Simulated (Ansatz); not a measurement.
Reaction (ligand exchange at a B–C bond): `CBC(O)(F)F` + `O[SiH](O)F` → `CBO[SiH](O)F` + `OC(F)F`

Gas-phase electronic energies from Ansatz, PBE0-D4/def2-TZVP geometries. CCSD(T)/CBS is the MP2 limit (def2-TZVPP, def2-QZVPP) plus CCSD(T) − MP2 in def2-TZVPP, frozen cores. This one scheme is used for every species. DFT in def2-TZVPP. One conformer a species, not always the lowest.

| level | ΔE (kJ/mol) |
| --- | --- |
| PBE0-D4 | -154.1 |
| CCSD/def2-TZVPP | -161.5 |
| MP2/def2-QZVPP | -160.5 |
| SCS-MP2/def2-QZVPP | -161.9 |

(1) What does CCSD(T)/CBS give? (An estimate is asked.)

Largest T1 diagnostic among the species: 0.013.

Results:

(1) Computed: -156.5 kJ/mol. The listed levels differ from it by 2.4, -5.0, -4.0, -5.4 kJ/mol.

In def2-TZVPP, CCSD(T) changes the Hartree–Fock value by +15.4 kJ/mol (the triples alone add +1.6 kJ/mol) and MP2 by +13.2 kJ/mol. From PBE to PBE0 (25 % exact exchange), in def2-TZVPP and without D4, ΔE moves by −6.6 kJ/mol.
